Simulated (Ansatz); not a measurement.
`F[SiH2]C[SiH](F)F`, charge 0, multiplicity 1.

**Question.** Give a relaxed structure at PBE0-D4/def2-TZVP (Ansatz). (An estimate is asked.)

**Answer.** The calculation gave: 
Cartesian coordinates in Å:
```
F 0.736 -2.615 -1.030
Si -0.245 -1.523 -0.388
C 0.702 0.069 -0.200
Si -0.191 1.508 0.521
F -1.465 1.843 -0.369
F -0.722 1.132 1.971
H -1.393 -1.355 -1.308
H -0.689 -2.038 0.928
H 1.581 -0.126 0.426
H 1.072 0.367 -1.189
H 0.614 2.739 0.639
```
Point group Cs.
This is one stationary point; other conformers may exist.
